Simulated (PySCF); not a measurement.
Electron correlation in Tc²⁺ (technetium, charge +2)

[Kr] 4d4 5s1, high-spin 6D determinant (an excited configuration). Computed with PySCF 2.14 in def2-TZVPPD with the def2 core potential (28 electrons), with scalar relativity through the core potential. Frozen: nothing; 13 electrons correlated.

| level | correlation energy (mhartree) |
| --- | --- |
| CCSD | -341.84 |
| (T) | -7.85 |
| CCSD(T) | -349.69 |

Diagnostics: T1 = 0.0054, D1 = 0.0230, largest double amplitude 0.024.

Cost of the coupled-cluster step: roughly 16 core-seconds, for 13 correlated electrons.

The basis has no tight functions for the innermost shells, so their pair energies are far from complete.

This basis was not built for core-valence correlation, so the inner-shell part is incomplete.
